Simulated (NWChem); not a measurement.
Species: C$_{3}$H$_{6}$OS; SMILES CSC(C)=O

```xyz
11

C      0.5015    -1.9735    -0.0689
S     -0.7726    -0.7008    -0.0856
C      0.2375     0.7664     0.0084
C     -0.5806     2.0301     0.0128
O      1.4391     0.7492     0.0624
H      0.4488    -2.5679    -0.9906
H      1.4706    -1.4543    -0.0080
H      0.3672    -2.6262     0.8039
H     -0.3536     2.5909     0.9319
H     -1.6602     1.8389    -0.0456
H     -0.2683     2.6525    -0.8391
```
Atoms are numbered in this order, from 1.

All runs use the structure optimised with PBE0/def2-SVP.

Problem. Give the principal values of the shielding tensors (ppm) of C1, S2, C3, C4, O5 from B3LYP/6-31G* (spherical d), GIAO (NWChem), with their diamagnetic and paramagnetic parts as GIAO splits them.

Solution. 
```json
[
 {"atom": "C1", "σ11": "165.6", "σ22": "171.6", "σ33": "194.8", "isotropic": "177.3", "diamagnetic": "253.5", "paramagnetic": "-76.1"},
 {"atom": "S2", "σ11": "37.3", "σ22": "414.1", "σ33": "728.3", "isotropic": "393.2", "diamagnetic": "1055.6", "paramagnetic": "-662.4"},
 {"atom": "C3", "σ11": "-70.7", "σ22": "-7.0", "σ33": "98.2", "isotropic": "6.8", "diamagnetic": "253.2", "paramagnetic": "-246.4"},
 {"atom": "C4", "σ11": "141.8", "σ22": "150.7", "σ33": "191.5", "isotropic": "161.4", "diamagnetic": "253.1", "paramagnetic": "-91.7"},
 {"atom": "O5", "σ11": "-634.8", "σ22": "-283.4", "σ33": "367.3", "isotropic": "-183.7", "diamagnetic": "400.1", "paramagnetic": "-583.8"}
]
```
